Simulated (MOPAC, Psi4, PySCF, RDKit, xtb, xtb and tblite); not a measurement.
Conformational energy of SMILES c1ccc(C(=O)O)cc1C. Scanned: dihedral C5–C6–C7–O8; all other coordinates were relaxed at GFN2-xTB. Points at φ and −φ are mirror images.

Geometry of the scan point at 75° (Å):
```
18

C     -2.6681     0.3084    -0.6067
C     -1.3087     0.0078    -0.0539
C     -1.1760    -0.7275     1.1194
C      0.0727    -1.0177     1.6370
C      1.2151    -0.5820     0.9880
C      1.0944     0.1483    -0.1862
C      2.3141     0.6416    -0.8868
O      3.0686    -0.0294    -1.5384
O      2.4680     1.9648    -0.7383
C     -0.1616     0.4506    -0.6963
H     -2.6058     0.9995    -1.4429
H     -3.1431    -0.6096    -0.9519
H     -3.3048     0.7431     0.1619
H     -2.0635    -1.0724     1.6304
H      0.1590    -1.5848     2.5519
H      2.1935    -0.8089     1.3831
H      3.2582     2.2692    -1.2137
H     -0.2415     1.0283    -1.6058
```

Levels of theory: GFN2-xTB (xtb and tblite); MMFF94 // GFN2-xTB (RDKit); PBE0/def2-SVP // GFN2-xTB (Psi4); PBE0-D3(BJ)/def2-SVP // GFN2-xTB (Psi4); PBE/def2-SVP // GFN2-xTB (Psi4); PBE-D3(BJ)/def2-SVP // GFN2-xTB (Psi4); UFF // GFN2-xTB (RDKit); PM7, restricted, heats of formation // GFN2-xTB (MOPAC); PM6, restricted, heats of formation // GFN2-xTB (MOPAC); GFN1-xTB // GFN2-xTB (xtb); RKS-B3LYP/6-31G* = PySCF with restricted B3LYP/6-31G*, spherical d, density fitting // GFN2-xTB; RKS-B3LYP/LANL2DZ = restricted B3LYP/LANL2DZ, density fitting // GFN2-xTB (PySCF); RMP2/3-21G = restricted MP2 (frozen core)/3-21G // GFN2-xTB in PySCF; RKS-B3LYP/3-21G = restricted B3LYP/3-21G, density fitting // GFN2-xTB in PySCF.

Least-squares fit of E(φ) = a0 + Σ (a_n cos nφ + b_n sin nφ), n = 1 to 4, to the 24 scan points, in kcal/mol above the lowest point of each profile (levels whose profile four harmonics don't fit are not listed):

```
method                  a0     a1    b1     a2    b2     a3    b3    a4    b4  rms of fit
--------------------  ----  -----  ----  -----  ----  -----  ----  ----  ----  ----------
GFN2-xTB              1.87   0.07  0.00  -2.01  0.00  -0.03  0.00  0.18  0.00        0.00
MMFF94                2.64   0.03  0.00  -2.91  0.00  -0.01  0.00  0.29  0.00        0.01
PBE0/def2-SVP         3.82   0.13  0.00  -4.08  0.00  -0.09  0.00  0.34  0.00        0.04
PBE0-D3(BJ)/def2-SVP  3.83   0.13  0.00  -4.09  0.00  -0.09  0.00  0.34  0.00        0.04
PBE/def2-SVP          3.75   0.13  0.00  -3.98  0.00  -0.10  0.00  0.31  0.00        0.04
PBE-D3(BJ)/def2-SVP   3.77   0.13  0.00  -4.00  0.00  -0.10  0.00  0.32  0.00        0.04
UFF                   3.26   0.13  0.00  -3.75  0.00  -0.21  0.00  0.53  0.00        0.04
PM7                   0.90  -0.01  0.00  -0.97  0.00   0.00  0.00  0.06  0.00        0.01
PM6                   0.90   0.00  0.00  -0.91  0.00   0.00  0.00  0.00  0.00        0.02
GFN1-xTB              2.36   0.07  0.00  -2.52  0.00  -0.04  0.00  0.19  0.00        0.01
RKS-B3LYP/6-31G*      3.71   0.13  0.00  -3.96  0.00  -0.09  0.00  0.34  0.00        0.03
RKS-B3LYP/LANL2DZ     4.19   0.13  0.00  -4.49  0.00  -0.10  0.00  0.38  0.00        0.03
RMP2/3-21G            5.27   0.16  0.00  -5.57  0.00  -0.12  0.00  0.40  0.00        0.07
RKS-B3LYP/3-21G       6.21   0.18  0.00  -6.46  0.00  -0.14  0.00  0.37  0.00        0.07
```
